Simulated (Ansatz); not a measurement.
Geometry optimisation, DFT LDA, scalar-relativistic, plane waves, PAW (Ansatz 0.2.0).

input.yaml

```yaml
crystal:
  lattice:
    - [5.374012, 0.0, 0.0]
    - [2.687006, 4.654031, 0.0]
    - [0.0, 0.0, 17.387862]
  atoms:
    - { symbol: Rh, position: [0.1666667, 0.1666667, 0.0575114] }
    - { symbol: Rh, position: [0.6666667, 0.1666667, 0.0575114] }
    - { symbol: Rh, position: [0.1666667, 0.6666667, 0.0575114] }
    - { symbol: Rh, position: [0.6666667, 0.6666667, 0.0575114] }
    - { symbol: Rh, position: [-0.1666667, 0.3333333, 0.1836874] }
    - { symbol: Rh, position: [0.3333333, 0.3333333, 0.1836874] }
    - { symbol: Rh, position: [-0.1666667, 0.8333333, 0.1836874] }
    - { symbol: Rh, position: [0.3333333, 0.8333333, 0.1836874] }
    - { symbol: Rh, position: [0.0, 0.0, 0.3098634] }
    - { symbol: Rh, position: [0.5, 0.0, 0.3098634] }
    - { symbol: Rh, position: [0.0, 0.5, 0.3098634] }
    - { symbol: Rh, position: [0.5, 0.5, 0.3098634] }
    - { symbol: B, position: [0.8546965, 0.3331127, 0.4128088] }
basis:
  ecutwfc: 420.0
kpoints:
  mp_grid: { grid: [4, 4, 1] }
hamiltonian:
  xc: lda
scf:
  occupations: { method: gaussian, width: 0.15 }
  lower_state_search: "off"
relax:
  f_tol: 0.03
  max_steps: 60
  adjacent_minimum: "off"
  constraints: [{ sites: [0, 1, 2, 3] }]
```

Command:

```bash
$ ansatz run input.yaml --threads 4 --pin off --max-ram 10240MiB --backend cpu --events-out ev --progress --plain --runs-dir out
```

Problem. Where does it end, and by what steps?

Solution. The run converged. Limits of this set-up: coarse k mesh, thin slab, slab without dipole correction, odd electron count without spin, a typed lattice constant that wasn't relaxed here. After 6 steps the energy has fallen by 2.239 eV; B13 moved furthest, 0.85 Å.

```json
{"step": "0", "energy less start (eV)": "0.0000", "largest force component (eV/Å)": "4.422", "accepted": "yes"}
{"step": "1", "energy less start (eV)": "-0.9003", "largest force component (eV/Å)": "4.030", "accepted": "yes"}
{"step": "2", "energy less start (eV)": "-1.5934", "largest force component (eV/Å)": "2.445", "accepted": "yes"}
{"step": "3", "energy less start (eV)": "-2.0168", "largest force component (eV/Å)": "1.505", "accepted": "yes"}
{"step": "4", "energy less start (eV)": "-2.2233", "largest force component (eV/Å)": "0.327", "accepted": "yes"}
{"step": "5", "energy less start (eV)": "-2.2391", "largest force component (eV/Å)": "0.030", "accepted": "yes"}
{"step": "6", "energy less start (eV)": "-2.2392", "largest force component (eV/Å)": "0.004", "accepted": "yes"}
```

```xyz
13
Lattice="5.3740 0.0000 0.0000 2.6870 4.6540 0.0000 0.0000 0.0000 17.3879" Properties=species:S:1:pos:R:3
Rh 1.344 0.776 1.000
Rh 4.031 0.776 1.000
Rh 2.687 3.103 1.000
Rh 5.374 3.103 1.000
Rh 0.000 1.551 3.095
Rh 2.687 1.547 3.099
Rh 1.340 3.881 3.099
Rh 4.035 3.881 3.099
Rh 0.000 -0.067 5.240
Rh 2.687 0.000 5.185
Rh 1.402 2.361 5.240
Rh 3.972 2.361 5.240
B 5.374 1.551 6.333
```

Whether the end is a true minimum wasn't checked by a vibrational analysis.

Run time: 38 s on 4 threads of Intel(R) Xeon(R) Platinum 8488C (Sapphire Rapids) (shared host), peak memory 1.4 GiB.
